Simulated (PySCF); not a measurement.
# C₆ coefficients of unlike pairs at revPBE

Calculated with PySCF 2.14 from the dipole response of each species, C₆(A,B) = (3/π) ∫ α_A(iu) α_B(iu) du, in atomic units, from isotropic polarisabilities. For ions this is the dispersion term alone; charge-induced terms of lower order in 1/R come first.

| species | configuration | basis | relativity | α (bohr³) | C₆ (like pair) |
| --- | --- | --- | --- | --- | --- |
| Cd²⁺ | [Kr] 4d10 (1S) | aug-cc-pVDZ-PP with ECP28MDF (5s5p4d2f) | core potential | 5.097 | 25.07 |
| Cu²⁺ | [Ar] 3d9 (2D) | aug-cc-pVQZ-PP with ECP10MDF (7s7p6d4f3g2h) | core potential | 3.145 | 8.502 |
| Re²⁺ | [Xe] 4f14 5d5 (6S) | aug-cc-pVTZ-PP with ECP60MDF (6s6p5d3f2g) | core potential | 12.39 | 76.61 |

Estimate C₆ for Re²⁺ with Cd²⁺.

The integral gives 42.28. The combination rule 2 C_A C_B / (C_A α_B/α_A + C_B α_A/α_B) gives 41.55 and the geometric mean 43.82.

No spin-orbit coupling is included.

The other pairs:

| pair | C₆ |
| --- | --- |
| Cu²⁺, Cd²⁺ | 14.57 |
| Re²⁺, Cu²⁺ | 24.76 |
